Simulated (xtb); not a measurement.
C2H7N, charge +1, doublet, at a GFN2-xTB geometry (a state made from the parent by changing its charge; the spin is typed, not shown lowest). Base run: GFN2-xTB (xtb).

Here is a job for xtb.
```
$ xtb mol.xyz --gfn 2 --chrg 1 --uhf 1 --json

# file mol.xyz
10

C      1.16462032     0.49450601     0.01295376
C      0.05101631    -0.49634506    -0.14504533
N     -1.22392597    -0.02923642     0.12425339
H      2.12232609     0.03717846    -0.21925933
H      1.02729538     1.35887726    -0.64090065
H      1.20823305     0.88895655     1.03080842
H      0.25043837    -1.41179642     0.46113189
H      0.07477930    -0.95558498    -1.16180745
H     -2.03205693    -0.63143980     0.04244100
H     -1.37735325     0.92949821     0.41036181
```

Each row names what was changed in the base input (with any setting that the change needs).

```csv
change,ΔE vs base (mEh),G_solv (kcal/mol),SCF cycles
base,0.000,-,10
alpb = methanol,-100.3,-63.52,10
acc = 0.1,0.000,-,12
alpb = chcl3,-85.921,-54.25,10
file = coord,0.000,-,10
```

ALPB and GBSA are two models with their own fitted parameters for each solvent, which aren't always the measured dielectric constant.
